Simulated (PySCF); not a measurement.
## Exercise with solution: entropy of an ideal gas

CH2AlNO, SMILES O=C=[N][AlH2].

Geometry: B3LYP-D3(BJ)/def2-SVP.

B3LYP-D3(BJ)/def2-SVP in PySCF gives the harmonic wavenumbers 100, 126, 566, 570, 625, 626, 644, 801, 1499, 1971, 1981, 2417 cm⁻¹ and the rotational temperatures 6.1795, 0.1176, 0.1154 K. The molar mass is 71.01 g/mol, the symmetry number 2, the spin multiplicity 1.

Problem. Work out the entropy at 298.15 K and 1 atm in the rigid-rotor, harmonic-oscillator model.

Solution. 
Translation (Sackur–Tetrode at 1 atm): S = R[1.5 ln M + 2.5 ln T − 1.16487] = 161.9 J/(mol K).
Rotation: q = (√π/σ) T^1.5/√(θA θB θC) = 15800, S = R[ln q + 3/2] = 92.8 J/(mol K).
Vibration: with u = 1.4388 ν/T, each mode gives R[u/(e^u − 1) − ln(1 − e^−u)]:
| ν (cm⁻¹) | modes | u | S (J/(mol K)) |
|---|---|---|---|
| 100 | 1 | 0.48 | 14.45 |
| 126 | 1 | 0.61 | 12.58 |
| 566 | 1 | 2.73 | 2.14 |
| 570 | 1 | 2.75 | 2.11 |
| 625 | 1 | 3.02 | 1.71 |
| 626 | 1 | 3.02 | 1.70 |
| 644 | 1 | 3.11 | 1.59 |
| 801 | 1 | 3.87 | 0.86 |
| 1499 | 1 | 7.23 | 0.05 |
| 1971 | 1 | 9.51 | 0.01 |
| 1981 | 1 | 9.56 | 0.01 |
The stiffer modes add less than 0.005 each. Sum 37.2 J/(mol K).
Spin: R ln 1 = 0.0 J/(mol K).
Total 292.0 J/(mol K); the program's own thermochemistry gives 291.9. Translation makes up 55 % and vibration 13 %. Anharmonicity, hindered rotation and orbital degeneracy are left out.
